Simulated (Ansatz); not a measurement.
CH₆OSSi, SMILES `OCS[SiH3]`. Total charge 0; spin multiplicity 1. Geometry: relaxed with PBE0-D4/def2-TZVP. It is one conformer, not always the lowest.

```xyz
10

O     0.267    0.119   -2.074
C    -0.750    0.352   -1.157
S    -0.256    1.369    0.292
Si    0.484   -0.184    1.540
H     0.969   -0.379   -1.646
H    -1.513    0.937   -1.669
H    -1.207   -0.573   -0.787
H     1.075    0.459    2.737
H     1.530   -0.976    0.830
H    -0.598   -1.125    1.935
```

(1) What is the dipole moment at ωB97M-V/def2-TZVPP? (Best estimate.)

(2) And with PBE, r2SCAN, B3LYP? (Estimate.)

(3) Give the Mulliken charges with ωB97M-V, r2SCAN, B3LYP in def2-TZVPP. (Best estimate.)

Answers

(1) The calculation gave: 1.65 D, with components (-0.08, -1.49, 0.70) D in this frame, pointing from negative to positive charge.

(2) Computed: PBE 1.54 D, r2SCAN 1.63 D, B3LYP 1.63 D.

(3) Computed: 
```json
{"atom": "O1", "ωB97M-V": "-0.29", "r2SCAN": "-0.33", "B3LYP": "-0.31"}
{"atom": "C2", "ωB97M-V": "-0.08", "r2SCAN": "0.12", "B3LYP": "0.01"}
{"atom": "S3", "ωB97M-V": "-0.17", "r2SCAN": "-0.24", "B3LYP": "-0.21"}
{"atom": "Si4", "ωB97M-V": "0.14", "r2SCAN": "0.30", "B3LYP": "0.28"}
{"atom": "H5", "ωB97M-V": "0.18", "r2SCAN": "0.21", "B3LYP": "0.19"}
{"atom": "H6", "ωB97M-V": "0.14", "r2SCAN": "0.07", "B3LYP": "0.12"}
{"atom": "H7", "ωB97M-V": "0.13", "r2SCAN": "0.07", "B3LYP": "0.11"}
{"atom": "H8", "ωB97M-V": "0.00", "r2SCAN": "-0.05", "B3LYP": "-0.04"}
{"atom": "H9", "ωB97M-V": "-0.04", "r2SCAN": "-0.08", "B3LYP": "-0.08"}
{"atom": "H10", "ωB97M-V": "-0.02", "r2SCAN": "-0.07", "B3LYP": "-0.06"}
```

B3LYP here is the variant with VWN-RPA as its local correlation; programs differ in this.
